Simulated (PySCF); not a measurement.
# Working out the excitation energy of C⁺

C⁺ [He] 2s2 2p1 (2P) → C⁺ [He] 2s2 3d1 (2D). Computed with PySCF 2.14 in aug-cc-pVTZ-DK (5s4p3d2f, 46 functions), with the spin-free X2C one-electron Hamiltonian (Gaussian nucleus). Frozen: 1s2. Energies in hartree (1 hartree = 27.21139 eV):

```
            part  C⁺ (lower)  C⁺ (upper)
             UHF  -37.310068  -36.626299
CCSD correlation   -0.074676   -0.076256
             (T)   -0.001157   -0.001154
```

What does Hartree-Fock give?

(-36.626299) − (-37.310068) = 0.683769 hartree = 18.606 eV.

What do CCSD and CCSD(T) give?

The CCSD correlation energies differ by -0.001580 hartree = -0.043 eV and the triples by 0.000003 hartree = 0.000 eV, so CCSD gives 18.563 eV and CCSD(T) 18.563 eV.

Measured between the centres of the two terms (NIST): 18.041 eV, so CCSD(T) (valence) is off by 0.522 eV.

The coupled-cluster amplitudes are large, so a single reference is strained.

What remains against the reference includes basis incompleteness, the frozen core and higher excitations.
